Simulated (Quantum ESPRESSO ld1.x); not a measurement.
Results of a calculation; reference values are marked as such.
Question: The mean radii <r> (bohr) of the occupied orbitals of an atom or ion are listed with their occupations. Code: ld1.x of Quantum ESPRESSO 7.5. Model: Dirac Kohn-Sham, revPBE, spin-unpolarised, spherical densities, point nucleus.

orbital  occ.      <r>
1s1/2       2  0.06345
2s1/2       2   0.2837
2p1/2       2   0.2473
2p3/2       3   0.2499

Name the element and its charge. Open shells, if any, fill j = l - 1/2 first.

Answer: Z = 24, chromium, charge +15: Cr15+ in [He] 2s2 2p5. The 1s radius gives Z: for a bare nucleus <r> = (2 gamma + 1)/(2Z) with gamma = sqrt(1 - (Z/c)^2), 0.06186 bohr for Z = 24, and screening makes it slightly larger (0.06345 here). The occupations add up to 9, and the charge is Z minus that.
